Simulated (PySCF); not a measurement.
Compound: C₆H₄F₃ (charge -1).
Atom-mapped SMILES: `[F:1][C:2]([F:3])([F:4])[c-:5]1[cH:6][cH:7][cH:8][cH:9]1`

NICS is the negative of the GIAO shielding at a point without a nucleus: at the ring centre (0) and 1 Å above and below it (1); zz is the component along the ring normal. Level: GIAO PBE0/pcSseg-1 (PySCF, non-relativistic, gas phase) on the GFN2-xTB geometry, one conformer.

Ring bond lengths (Å), with Mayer bond orders in brackets: C5–C6 1.407 (1.32), C6–C7 1.383 (1.46), C7–C8 1.399 (1.36), C8–C9 1.383 (1.46), C9–C5 1.407 (1.32).

Problem. Give the NICS values of each ring in ppm.

Solution. 
```
          ring                                              type  NICS(0)  NICS(1), two faces  NICS(1)zz, two faces  rms pucker (Å)  centre to ring atoms, mean (Å)
C5–C6–C7–C8–C9  5-membered carbocycle; formal bonds all aromatic    -14.2       -11.9 / -12.1         -31.1 / -31.8            0.00                            1.19
```

Problem. What do they say, and how far can they be read as aromaticity?

Solution. 
- C5–C6–C7–C8–C9: mean NICS(1)zz -31.4 ppm, shielded, aromatic by this magnetic criterion (flat ring, no four-coordinate atom).

Problem. And the bond-length index? HOMA takes Krygowski's 1993 parameters.

Solution. 
- C5–C6–C7–C8–C9: HOMA 0.96 = 1 − EN − GEO, with mean bond length 1.396 Å, EN = α(Ropt − mean)² = 0.016 and GEO = α × variance = 0.029. The geometric and the magnetic index point the same way.

Problem. What is the mean of the two in-plane components of NICS at the second NICS(1) probe listed for ring C5–C6–C7–C8–C9, 1 Å off the ring?

Solution. The isotropic value is a third of the trace: (3 × -12.1 − (-31.8))/2 = -2.2 ppm.

Problem. Give the inner angles of the rings and the Hirshfeld charges of the ring atoms.

Solution. 
- C5–C6–C7–C8–C9: C5 108.0° (-0.142 e), C6 107.5° (-0.155 e), C7 108.5° (-0.160 e), C8 108.5° (-0.160 e), C9 107.5° (-0.155 e); sum 540.0° against 540° for a flat convex ring.

Problem. How shielded are the nuclei of the rings and their hydrogens (means over atoms taken as equivalent)?

Solution. 
| atoms | environment | σ isotropic (ppm) | principal values of the symmetric part, first atom (ppm) |
| --- | --- | --- | --- |
| C5 | substituted aromatic carbon | 81.5 | 30.4, 71.2, 143.0 |
| C6 (×2) | aromatic CH carbon | 81.2 | 1.0, 80.5, 162.2 |
| C7 (×2) | aromatic CH carbon | 81.7 | 4.6, 81.8, 158.7 |
| H on C6 (×2) | aromatic hydrogen | 25.71 | 22.8, 26.4, 28.0 |
| H on C7 (×2) | aromatic hydrogen | 26.16 | 23.7, 26.0, 28.8 |

The values belong to the conformer `[F:1][C:2]([F:3])([F:4])[c-:5]1[cH:6][cH:7][cH:8][cH:9]1`: F1–C2–C5–C6 -30°.
